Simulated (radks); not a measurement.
Values are calculated unless marked as measured or tabulated.
Polarisability of the silicon ion Si5+, [He] 2s2 2p5, at imaginary frequency. Code: a radial shooting solver on a logarithmic mesh with Libxc functionals. Model: scalar-relativistic Kohn-Sham, LB94 model potential, spin-polarised, spherical densities, finite nucleus; open shells are filled with parallel spins first; Fermi nuclear charge, rms radius 3.1224 fm. Response by self-consistent Sternheimer equations with the Hartree and adiabatic LDA kernel, the relativistic mass of each level held fixed and spin-orbit coupling left out.

w (hartree),alpha1(iw) (bohr^3)
0.00266,0.1425
0.0143,0.1424
0.0360,0.1424
0.0697,0.1424
0.118,0.1423
0.186,0.1420
0.280,0.1414
0.413,0.1403
0.605,0.1381
0.892,0.1340
1.35,0.1266
2.12,0.1143
3.59,0.09322
6.94,0.05747
17.5,0.01728

Static values: alpha1 = 0.1425 bohr^3 (0.02111 angstrom^3; uncoupled 0.1668). C6 = 0.08124, triple-dipole C9 = 0.007981 atomic units. One-pole (London) frequency 4 C6 / (3 alpha1^2) = 5.338 hartree, against 7.425 for minus the highest occupied eigenvalue.
